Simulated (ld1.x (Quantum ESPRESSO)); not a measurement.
# germanium (Ge): TM pseudisation with PBE, fully relativistic reference atom.

Input for ld1.x (Quantum ESPRESSO) 7.5:

```
&input
   title='Ge', zed=32., rel=2, dft='PBE', iswitch=3,
   config='[Ar] 3d10 4s2 4p1.5 4d-2', rel_dist='average',
   nld=5, rlderiv=2.30, eminld=-3.0, emaxld=5.0, deld=0.02
 /
 &inputp
   pseudotype=2, tm=.true., lloc=2,
   nlcc=.false.,
   file_pseudopw='Ge.UPF', file_wfcaegen='ae.wfc', file_wfcncgen='nc.wfc', file_beta='beta', file_chi='chi'
 /
3
4S  1  0   2.00   0.00  1.90  1.90  0.0
4P  2  1   1.50   0.00  2.10  2.10  0.0
4D  3  2  -2.00   0.30  1.90  1.90  0.0
 &test
   configts(1)='4s2 4p1.5'
 /
```

Command:

```bash
ld1.x < Ge.in > Ge.out
```

Output (shortened: banner, matrices, multipoles, cross overlaps and the repeated all-electron block are left out):

```
Program LD1 v.7.5
     --------------------------- All-electron run ----------------------------

     Ge
     dirac relativistic calculation

     atomic number is 32.00
     dft =PBE   lsd =0 sic =0 latt =0  beta=0.20 tr2=1.0E-14
     Exchange-correlation= PBE
                           (   1   4   3   4   0   0   0)
     mesh =1207 r(mesh) = 100.41023 a.u. xmin = -7.00 dx = 0.01250
     1 Ry =  13.60569312 eV, c = 137.03599908

     n l j   nl                  e(Ry)          e(Ha)          e(eV)
     Spin orbit split results
     1 0 0.5 1S 1( 2.00)      -805.7038      -402.8519    -10962.1588
     2 0 0.5 2S 1( 2.00)      -101.0954       -50.5477     -1375.4733
     2 1 0.5 2P 1( 2.00)       -89.9547       -44.9774     -1223.8962
     2 1 1.5 2P 1( 4.00)       -87.6121       -43.8060     -1192.0229
     3 0 0.5 3S 1( 2.00)       -12.6911        -6.3455      -172.6707
     3 1 0.5 3P 1( 2.00)        -9.0186        -4.5093      -122.7050
     3 1 1.5 3P 1( 4.00)        -8.7044        -4.3522      -118.4289
     3 2 1.5 3D 1( 4.00)        -2.4905        -1.2452       -33.8843
     3 2 2.5 3D 1( 6.00)        -2.4474        -1.2237       -33.2992
     4 0 0.5 4S 1( 2.00)        -1.1463        -0.5732       -15.5967
     4 1 0.5 4P 1( 0.50)        -0.5533        -0.2766        -7.5277
     4 1 1.5 4P 1( 1.00)        -0.5375        -0.2688        -7.3132
     Averaged results
     1 0     1S 1( 2.00)      -805.7038      -402.8519    -10962.1588
     2 0     2S 1( 2.00)      -101.0954       -50.5477     -1375.4733
     2 1     2P 1( 6.00)       -88.3929       -44.1965     -1202.6473
     3 0     3S 1( 2.00)       -12.6911        -6.3455      -172.6707
     3 1     3P 1( 6.00)        -8.8091        -4.4046      -119.8542
     3 2     3D 1(10.00)        -2.4646        -1.2323       -33.5333
     4 0     4S 1( 2.00)        -1.1463        -0.5732       -15.5967
     4 1     4P 1( 1.50)        -0.5428        -0.2714        -7.3847

     final scf error:  3.9E-15 reached in  29 iterations

     Etot =   -4197.663170 Ry,   -2098.831585 Ha,  -57112.116927 eV

     Ekin =    4286.635177 Ry,    2143.317588 Ha,   58322.642748 eV
     Encl =  -10120.829304 Ry,   -5060.414652 Ha, -137700.897659 eV
     Eh   =    1795.480749 Ry,     897.740375 Ha,   24428.760080 eV
     Exc  =    -158.949792 Ry,     -79.474896 Ha,   -2162.622097 eV

     normalization and overlap integrals

     s(1S/1S) =  1.000000  <r> =   0.0470  <r2> =    0.0030  r(max) =   0.0309
     s(2S/2S) =  1.000000  <r> =   0.2098  <r2> =    0.0520  r(max) =   0.1754
     s(2P/2P) =  1.000000  <r> =   0.1812  <r2> =    0.0403  r(max) =   0.1401
     s(2P/2P) =  1.000000  <r> =   0.1848  <r2> =    0.0418  r(max) =   0.1418
     s(3S/3S) =  1.000000  <r> =   0.6241  <r2> =    0.4495  r(max) =   0.5402
     s(3P/3P) =  1.000000  <r> =   0.6398  <r2> =    0.4821  r(max) =   0.5402
     s(3P/3P) =  1.000000  <r> =   0.6505  <r2> =    0.4983  r(max) =   0.5470
     s(3D/3D) =  1.000000  <r> =   0.7328  <r2> =    0.6890  r(max) =   0.5012
     s(3D/3D) =  1.000000  <r> =   0.7381  <r2> =    0.6994  r(max) =   0.5075
     s(4S/4S) =  1.000000  <r> =   2.0745  <r2> =    4.9559  r(max) =   1.7277
     s(4P/4P) =  1.000000  <r> =   2.6726  <r2> =    8.3975  r(max) =   2.1367
     s(4P/4P) =  1.000000  <r> =   2.7190  <r2> =    8.6898  r(max) =   2.1636

     ------------------------ End of All-electron run ------------------------

     --------------------- Generating NC pseudopotential ---------------------

      Generating local pot.: lloc=2, j= 1.50, matching radius rcloc =   1.9000

      Generating local pot.: lloc=2, j= 2.50, matching radius rcloc =   1.9000

     Fully relativistic calculation: |psi|^2

     Wfc 4S LC norm =  0.99993257 SC norm =  0.00006429 missing  0.00000314

     Wfc 4P LC norm =  0.99995938 SC norm =  0.00004037 missing  0.00000024

     Wfc 4P LC norm =  0.99996067 SC norm =  0.00003331 missing  0.00000603

      Wfc   4S  rcut= 1.886  Using Troullier-Martins method

      Wfc   4P  rcut= 2.084  Using Troullier-Martins method

      Wfc   4P  rcut= 2.084  Using Troullier-Martins method

     ------------------- End of pseudopotential generation -------------------

     Computing logarithmic derivative in   2.28881
     Computing logarithmic derivative in   2.28881
     Computing the partial wave expansion
     R is outside the sphere for l=    0 j= 0.50
     R is outside the sphere for l=    1 j= 0.50
     R is outside the sphere for l=    1 j= 1.50
       no projector for channel:   2
       no projector for channel:   2

     ---------------------- Testing the pseudopotential ----------------------

     Ge
     dirac relativistic calculation

     atomic number is 32.00   valence charge is  4.00
     dft =PBE   lsd =0 sic =0 latt =0  beta=0.20 tr2=1.0E-14
     mesh =1207 r(mesh) = 100.41023 xmin = -7.00 dx = 0.01250

     n l  j  nl             e AE (Ry)       e PS (Ry)    De AE-PS (Ry)
     1 0 0.5 4S   1( 2.00)       -1.14634       -1.14634        0.00000
     2 1 0.5 4P   1( 0.50)       -0.55328       -0.55328       -0.00000
     2 1 1.5 4P   1( 1.00)       -0.53751       -0.53751        0.00000

     eps = 2.0E-15  iter =  6

     Etot =   -4197.663170 Ry,   -2098.831585 Ha,  -57112.116927 eV
     Etotps =    -7.337074 Ry,      -3.668537 Ha,     -99.825977 eV

     Ekin =       2.374805 Ry,       1.187402 Ha,      32.310867 eV
     Encl =     -12.311996 Ry,      -6.155998 Ha,    -167.513246 eV
     Ehrt =       4.737661 Ry,       2.368831 Ha,      64.459162 eV
     Ecxc =      -1.753623 Ry,      -0.876811 Ha,     -23.859251 eV
     Epseu=      -0.383921 Ry,      -0.191960 Ha,      -5.223510 eV

     ---------------------- End of pseudopotential test ----------------------
```

Note: ghost states, extra bound levels that the all-electron valence spectrum of the same l lacks: s at -2559.9 eV, p3/2 at -330.6 eV, p1/2 at -323.7 eV. A true bound ghost makes a file unfit for plane-wave use.

Generation and configuration tests took about 1.8 s on one core of a shared server CPU.

Transferability test of the new file with ld1.x, input:

```
&input
   title='Ge', zed=32., rel=2, dft='PBE', iswitch=2,
   config='[Ar] 3d10 4s2 4p1.5 4d-2', rel_dist='average'
 /
 &test
   file_pseudo='Ge.UPF', nconf=8,
   configts(1)='4s2 4p1.5',
   configts(2)='4s2 4p2',
   configts(3)='4s2 4p1',
   configts(4)='4s2 4p0',
   configts(5)='4s1 4p3',
   configts(6)='4s0 4p4',
   configts(7)='4s1 4p2',
   configts(8)='4s2 4p2.3'
 /
```

```bash
ld1.x < Ge.test.in > Ge.test.out
```

Pseudopotential blocks of its output, shortened (energy terms left out):

```
     ---------------------- Testing the pseudopotential ----------------------

     n l  j  nl             e AE (Ry)       e PS (Ry)    De AE-PS (Ry)
     1 0 0.5 4S   1( 2.00)       -1.14634       -1.14634        0.00000
     2 1 0.5 4P   1( 0.50)       -0.55328       -0.55328       -0.00000
     2 1 1.5 4P   1( 1.00)       -0.53751       -0.53751        0.00000

     eps = 2.2E-15  iter =  6

     Etot =   -4197.663170 Ry,   -2098.831585 Ha,  -57112.116927 eV
     Etotps =    -7.337074 Ry,      -3.668537 Ha,     -99.825978 eV

     ---------------------- End of pseudopotential test ----------------------

          ---------------------- Testing the pseudopotential ----------------------

     n l  j  nl             e AE (Ry)       e PS (Ry)    De AE-PS (Ry)
     1 0 0.5 4S   1( 2.00)       -0.86205       -0.86157       -0.00047
     2 1 0.5 4P   1( 0.67)       -0.29555       -0.29541       -0.00014
     2 1 1.5 4P   1( 1.33)       -0.28183       -0.28171       -0.00012

     eps = 9.3E-15  iter = 17

     Etot =   -4197.869181 Ry,   -2098.934591 Ha,  -57114.919854 eV
     Etotps =    -7.543045 Ry,      -3.771522 Ha,    -102.628350 eV
     dEtot_ae =      -0.206011 Ry
     dEtot_ps =      -0.205971 Ry,   Delta E=      -0.000041 Ry

     ---------------------- End of pseudopotential test ----------------------

          ---------------------- Testing the pseudopotential ----------------------

     n l  j  nl             e AE (Ry)       e PS (Ry)    De AE-PS (Ry)
     1 0 0.5 4S   1( 2.00)       -1.45935       -1.46013        0.00078
     2 1 0.5 4P   1( 0.33)       -0.83830       -0.83860        0.00030
     2 1 1.5 4P   1( 0.67)       -0.82039       -0.82067        0.00027

     eps = 7.4E-15  iter = 15

     Etot =   -4197.321890 Ry,   -2098.660945 Ha,  -57107.473578 eV
     Etotps =    -6.995728 Ry,      -3.497864 Ha,     -95.181727 eV
     dEtot_ae =       0.341280 Ry
     dEtot_ps =       0.341346 Ry,   Delta E=      -0.000066 Ry

     ---------------------- End of pseudopotential test ----------------------

          ---------------------- Testing the pseudopotential ----------------------

     n l  j  nl             e AE (Ry)       e PS (Ry)    De AE-PS (Ry)
     1 0 0.5 4S   1( 2.00)       -2.14951       -2.15023        0.00072
     2 1 0.5 4P   1( 0.00)       -1.47077       -1.46930       -0.00147
     2 1 1.5 4P   1( 0.00)       -1.44829       -1.44672       -0.00157

     eps = 3.2E-15  iter = 30

     Etot =   -4196.186919 Ry,   -2098.093459 Ha,  -57092.031503 eV
     Etotps =    -5.860816 Ry,      -2.930408 Ha,     -79.740470 eV
     dEtot_ae =       1.476251 Ry
     dEtot_ps =       1.476258 Ry,   Delta E=      -0.000006 Ry

     ---------------------- End of pseudopotential test ----------------------

          ---------------------- Testing the pseudopotential ----------------------

     n l  j  nl             e AE (Ry)       e PS (Ry)    De AE-PS (Ry)
     1 0 0.5 4S   1( 1.00)       -0.93225       -0.93063       -0.00162
     2 1 0.5 4P   1( 1.00)       -0.34697       -0.34714        0.00017
     2 1 1.5 4P   1( 2.00)       -0.33193       -0.33220        0.00026

     eps = 8.1E-15  iter = 18

     Etot =   -4197.283471 Ry,   -2098.641736 Ha,  -57106.950860 eV
     Etotps =    -6.958397 Ry,      -3.479199 Ha,     -94.673820 eV
     dEtot_ae =       0.379699 Ry
     dEtot_ps =       0.378677 Ry,   Delta E=       0.001022 Ry

     ---------------------- End of pseudopotential test ----------------------

          ---------------------- Testing the pseudopotential ----------------------

     n l  j  nl             e AE (Ry)       e PS (Ry)    De AE-PS (Ry)
     1 0 0.5 4S   1( 0.00)       -0.99531       -0.99159       -0.00372
     2 1 0.5 4P   1( 1.33)       -0.39353       -0.39344       -0.00009
     2 1 1.5 4P   1( 2.67)       -0.37731       -0.37744        0.00013

     eps = 5.6E-15  iter = 22

     Etot =   -4196.679354 Ry,   -2098.339677 Ha,  -57098.731424 eV
     Etotps =    -6.357044 Ry,      -3.178522 Ha,     -86.491991 eV
     dEtot_ae =       0.983816 Ry
     dEtot_ps =       0.980030 Ry,   Delta E=       0.003786 Ry

     ---------------------- End of pseudopotential test ----------------------

          ---------------------- Testing the pseudopotential ----------------------

     n l  j  nl             e AE (Ry)       e PS (Ry)    De AE-PS (Ry)
     1 0 0.5 4S   1( 1.00)       -1.53132       -1.53036       -0.00096
     2 1 0.5 4P   1( 0.67)       -0.89643       -0.89722        0.00079
     2 1 1.5 4P   1( 1.33)       -0.87750       -0.87840        0.00090

     eps = 4.8E-15  iter = 28

     Etot =   -4196.681511 Ry,   -2098.340756 Ha,  -57098.760780 eV
     Etotps =    -6.355945 Ry,      -3.177973 Ha,     -86.477040 eV
     dEtot_ae =       0.981659 Ry
     dEtot_ps =       0.981129 Ry,   Delta E=       0.000530 Ry

     ---------------------- End of pseudopotential test ----------------------

          ---------------------- Testing the pseudopotential ----------------------

     n l  j  nl             e AE (Ry)       e PS (Ry)    De AE-PS (Ry)
     1 0 0.5 4S   1( 2.00)       -0.70944       -0.70887       -0.00058
     2 1 0.5 4P   1( 0.77)       -0.15754       -0.15743       -0.00011
     2 1 1.5 4P   1( 1.53)       -0.14500       -0.14493       -0.00007

     eps = 9.7E-15  iter = 18

     Etot =   -4197.934161 Ry,   -2098.967081 Ha,  -57115.803947 eV
     Etotps =    -7.607989 Ry,      -3.803995 Ha,    -103.511968 eV
     dEtot_ae =      -0.270991 Ry
     dEtot_ps =      -0.270915 Ry,   Delta E=      -0.000076 Ry

     ---------------------- End of pseudopotential test ----------------------
```
